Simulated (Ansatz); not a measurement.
Consider the formal hydrolysis of a Zr–Cl bond: `[OH][Zr]([F])([SH])[Cl]` + H₂O → `[OH][Zr]([OH])([F])[SH]` + HCl.

Calculated with Ansatz (gas phase, PBE0-D4/def2-TZVP geometries, no zero-point term in ΔE). CBS: MP2 limit from def2 TZ/QZ plus the TZ coupled-cluster correction, frozen cores. This one scheme is used for every species. DFT in def2-TZVPP. B3LYP here is the variant with VWN-RPA as its local correlation; programs differ in this. def2 core potentials past Kr. For Zr outer-core shells are correlated without core-valence functions, which leaves a few kJ/mol of doubt a bond. Each species was taken in one conformer, which may not be the lowest.

```tsv
level	ΔE (kJ/mol)	difference from CCSD(T)/CBS
PBE-D4	34.4	0.1
r2SCAN-D4	35.4	1.1
PBE0-D4	36.8	2.5
B3LYP-D4	31.4	-2.9
ωB97X-V	28.3	-6.0
ωB97M-V	30.1	-4.2
B2PLYP	30.8	-3.5
PBE	33.2	-1.1
r2SCAN	35.1	0.8
PBE0	35.7	1.4
B3LYP	29.4	-4.9
HF/def2-TZVPP	32.9	-1.4
MP2/def2-TZVPP	34.1	-0.2
SCS-MP2/def2-TZVPP	30.4	-3.9
CCSD/def2-TZVPP	29.1	-5.2
CCSD(T)/def2-TZVPP	31.0	-3.3
HF/def2-QZVPP	33.5	-0.8
MP2/def2-QZVPP	36.2	1.9
SCS-MP2/def2-QZVPP	32.6	-1.7
HF/CBS(def2)	33.5	-0.8
MP2/CBS(def2)	37.4	3.1
CCSD/CBS(def2)	32.4	-1.9
CCSD(T)/CBS	34.3	0
```

Largest T1 diagnostic among the species: 0.017.
